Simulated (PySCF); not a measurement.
Basis and Hamiltonian dependence of the excitation energy of Sb

Sb [Kr] 4d10 5s2 5p3 (4S) → Sb [Kr] 4d10 5s1 5p3 5d1 (6D). Calculated with PySCF 2.14 from differences of total energies of unrestricted determinants, without spin-orbit coupling. Values in eV.

| basis | Hamiltonian | functions | UHF | r2SCAN | PBE0 | MP2 (valence) | CCSD(T) (valence) |
| --- | --- | --- | --- | --- | --- | --- | --- |
| aug-cc-pwCVDZ-PP with ECP28MDF | ECP | 48 | 11.537 | 13.405 | 13.469 | 12.561 | 12.805 |
| def2-TZVPPD with the def2 core potential (28 electrons) | ECP | 56 | 11.072 | 12.952 | 13.033 | 12.197 | 12.429 |
| aug-cc-pVTZ-DK3 | spin-free X2C | 68 | 11.079 | 12.825 | 12.969 | 12.145 | 12.350 |
| x2c-TZVPPall with one added diffuse shell each of s, p, d, f type | spin-free X2C | 76 | 10.957 | 12.705 | 12.840 | 12.005 | 12.212 |
| def2-QZVPPD with the def2 core potential (28 electrons) | ECP | 88 | 10.940 | 12.832 | 12.916 | 12.138 | 12.327 |
| aug-cc-pwCVTZ-PP with ECP28MDF | ECP | 96 | 11.038 | 12.941 | 13.024 | 12.159 | 12.355 |
| aug-cc-pVQZ-DK3 | spin-free X2C | 102 | 10.929 | 12.688 | 12.828 | 12.079 | 12.249 |
| aug-cc-pwCVTZ-DK3 | spin-free X2C | 109 | 11.070 | 12.838 | 12.977 | 12.187 | 12.378 |
| x2c-QZVPPall with one added diffuse shell each of s, p, d, f type | spin-free X2C | 128 | 10.853 | 12.635 | 12.770 | 12.014 | n/a |
| dyall-av2z | non-relativistic | 130 | 10.448 | 12.099 | 12.257 | 11.485 | 11.752 |

Problem. Estimate the row for aug-cc-pVTZ-PP with one added diffuse shell each of d, f type with ECP28MDF (ECP, 67 functions).

Solution. From the rows with the same Hamiltonian and similar size; the calculation gives UHF 10.77; r2SCAN 12.67; PBE0 12.76; MP2 (valence) 11.86; CCSD(T) (valence) 12.08 (eV).

Frozen in the all-electron rows: valence: [Kr] 4d10; with a core potential, the same shells as far as they lie outside it.

At CCSD(T) (valence), aug-cc-pwCVDZ-PP with ECP28MDF lies more than 0.3 eV from the median of the rows with comparable relativity.

Non-relativistic rows lack the scalar-relativistic shift. The upper state lies above the first ionisation limit, but in LS coupling its spin forbids autoionisation to the ground ion; at this Z spin-orbit coupling breaks that rule.
